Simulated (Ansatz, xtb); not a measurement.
Pulling on the Sn1–H2 bond in CH4Sn (SMILES [CH3][SnH]) (multiplicity 1 held, fragments rigid). Energies count from the point at 1.787 Å.
Geometry at that point (charge 0, multiplicity 1):
```xyz
6

Sn     0.010     0.251     0.245
H     -0.346     1.413    -1.065
C     -0.013    -1.456    -1.158
H      0.737    -1.294    -1.936
H     -0.987    -1.503    -1.653
H      0.184    -2.403    -0.657
```

Restricted levels (R-, RO-) in cc, def2 and unpolarised 6-31G sets keep to the state of the molecule at rest. Active spaces are followed from a long bond inwards. Left out are points that failed, MP2 points that dive below the minimum, coupled-cluster points behind a jump of the amplitudes or a sharp parting from full CI or MRCI, small-basis points behind a change of solution, and semi-empirical points at long bonds. Levels need not reach the same state.

Frozen-core correlation. Filled d and f shells under p-block atoms count as core.

Programs: Ansatz (Gaussian basis) for Hartree–Fock, density functionals and correlated methods; xtb for the GFN methods.  In def2 rows elements past Kr take small-core potentials, without spin–orbit coupling. The GFN methods have no spin term and hold the electronic entropy of 300 K.

Energies in kJ/mol.

```
R (Å)  GFN2-xTB  R-CCSDT/def2-SVP  FIC-MRCISD on CASSCF(2,2)/def2-SVP  FIC-MRCISD+Q on CASSCF(2,2)/def2-SVP
-----  --------  ----------------  ----------------------------------  ------------------------------------
1.430       105               114                                 114                                   113
1.609        21                22                                  22                                    22
1.787         0                 0                                   0                                     0
1.966         5                13                                  12                                    13
2.145        22                41                                  41                                    41
2.413        62                93                                  92                                    93
2.681       109               143                                 141                                   142
3.128       184               204                                 202                                   203
3.575       254               238                                 235                                   237
4.111       319               255                                 252                                   254
4.826  left out               261                                 258                                   259
5.720       368               262                                 259                                   261
```

Doubts at one or more of the structures used: a restricted determinant that unrestricted orbitals would lower (R-CCSDT/def2-SVP); other coupled-cluster roots lie near (R-CCSDT/def2-SVP); T1 above 0.05 (R-CCSDT/def2-SVP).

Ansatz is a first-principles code.
